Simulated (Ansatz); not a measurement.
H3GeNS, SMILES `[NH2][Ge][SH]` (excited triplet) (charge 0, multiplicity 3). This triplet is an excited state, 2.33 eV above the relaxed singlet at the level frozen-core CCSD(T)/cc-pVTZ // PBE0-D3(BJ)/def2-TZVP (Ansatz, a first-principles code).

Level of theory: Ansatz with frozen-core fic-MRCISD+Q@CASSCF(6e,6o)/cc-pVTZ // PBE0-D3(BJ)/def2-TZVP.

Ansatz 0.2 input:
```yaml
crystal:
  periodic: [false, false, false]
  atoms:
    - { symbol: N, position_ang: [-1.272711, 0.048965, -0.2404] }
    - { symbol: Ge, position_ang: [0.205182, -0.415917, 0.789647] }
    - { symbol: S, position_ang: [2.178524, -0.562597, -0.240358] }
    - { symbol: H, position_ang: [-1.7256, 0.907994, 0.04674] }
    - { symbol: H, position_ang: [-1.967388, -0.682666, -0.326683] }
    - { symbol: H, position_ang: [2.581993, 0.704221, -0.028947] }
basis:
  gaussian: { orbitals: cc-pVTZ }
correlation:
  method: fic_mrcisd_q
  active_space: { window: { electrons: 6, orbitals: 6 } }
magnetization:
  spin_polarized: false
  initial_magnetization: 2
```

Output:

```
Functional definition: HF
892 factors; integrals over basis functions are off by at most 1.0e-3 eV
mean field evaluation 1: about -68818.8784 eV, gradient 3.1e1 eV
mean field evaluation 2: about -68818.8890 eV, gradient 3.1e1 eV
mean field evaluation 4: about -68821.5360 eV, gradient 4.3e0 eV
mean field evaluation 8: about -68821.6968 eV, gradient 3.1e-1 eV
mean field evaluation 16: about -68819.3678 eV, gradient 6.2e0 eV
mean field -68821.69799831 eV, -2529.1507524156 hartree, gradient 8.0e-7 eV, S^2 2.000000; 3 other end points of the search recorded, 0 dependent functions left out
reference -68821.69799831 eV, -2529.1507524156 hartree; 30, 28 occupied and 119, 121 virtual orbitals, 892 factors
state -68822.90802551 eV, -2529.1952200949 hartree
contracted CI cycle   1: correlation 0.00000000 eV, 0.0000000000 hartree, residual 3.85e1 eV
contracted CI cycle   2: correlation -12.35865664 eV, -0.4541722543 hartree, residual 6.17e0 eV
contracted CI cycle   3: correlation -12.72732246 eV, -0.4677204735 hartree, residual 1.35e0 eV
contracted CI cycle   4: correlation -12.74561043 eV, -0.4683925440 hartree, residual 3.61e-1 eV
contracted CI cycle   5: correlation -12.74702949 eV, -0.4684446937 hartree, residual 1.09e-1 eV
contracted CI cycle   6: correlation -12.74715101 eV, -0.4684491595 hartree, residual 3.56e-2 eV
contracted CI cycle   7: correlation -12.74716363 eV, -0.4684496232 hartree, residual 1.11e-2 eV
contracted CI cycle   8: correlation -12.74716487 eV, -0.4684496687 hartree, residual 3.55e-3 eV
contracted CI cycle   9: correlation -12.74716499 eV, -0.4684496732 hartree, residual 1.23e-3 eV
state -68822.90802551 eV, -2529.1952200949 hartree; corrected -68837.55941401 eV, -2529.7336486912 hartree
Total energy: -68837.55941401 eV, -2529.7336486912 hartree
```
